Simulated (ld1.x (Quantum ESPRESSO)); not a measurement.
Transferability test, RRKJ potential for iodine

I, norm-conserving RRKJ (Kleinman–Bylander form), made with ld1.x (Quantum ESPRESSO) 7.5 (LDA (PZ), scalar-relativistic). Core [Kr] 4d10, reference 5s2 5p5. Waves: 5s (bound): rc 1.50 bohr; 5d channel at 0.05 Ry: rc 2.10 bohr; 5p (bound): rc 2.20 bohr. Local part: the p channel. Core correction: a·sin(br)/r model core, default radius (core density twice the valence density). rho0 = 0.01.

Energies are relative to the spin-unpolarised reference configuration 5s2 5p5; without spin polarisation the order of configurations can differ from experiment. Spin-polarised rows fill each open shell by Hund’s rule, majority spin first.

Question: Give the all-electron excitation energy and the error of the potential for: 5s2 5p4; 5s2 5p3; 5s2 5p2; 5s2 5p5.3; 5s2 5p4.5; 5s1 5p5; 5s2 5p1; 5s2 5p5 (spin-polarised); 5s2 5p4 (spin-polarised).

Answer:

```csv
valence configuration,charge,ΔE all-electron (eV),error AE − PS (meV)
5s2 5p4,+1,11.305,-2.4
5s2 5p3,+2,31.369,-7.9
5s2 5p2,+3,60.983,-26
5s2 5p5.3,-0.3,-1.829,+0.5
5s2 5p4.5,+0.5,4.615,-1.2
5s1 5p5,+1,22.374,-11
5s2 5p1,+4,100.785,-77
5s2 5p5 (spin-polarised),0,-0.121,+1.2
5s2 5p4 (spin-polarised),+1,10.743,+2.9
```
